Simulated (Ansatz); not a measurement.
CH$_{4}$Al$_{2}$FGa, SMILES `[CH3][Al]1[AlH][Ga]1[F]`. The species carries charge 0 and has multiplicity 1.

Z-matrix (Å, degrees):
```
C
Al 1 1.959
H 1 1.093 2 111.5
H 1 1.094 2 110.8 3 120.4
H 1 1.094 2 110.9 3 -120.4
Al 2 2.476 1 157.0 3 47.3
Ga 2 2.715 1 139.0 3 -76.3
H 2 1.824 1 116.7 3 6.4
F 7 1.761 2 136.4 1 -36.9
```

Q: List the harmonic frequencies (cm⁻¹, unscaled) at PBE0-D4/def2-TZVP in Ansatz. (Best estimate.)

A: Computed: 56i, 62, 81, 100, 140, 204, 272, 334, 545, 620, 626, 647, 665, 965, 1203, 1285, 1432, 1435, 3038, 3121, 3130.

Q: Is this a minimum?

A: No: 1 imaginary mode, so it is a saddle point.
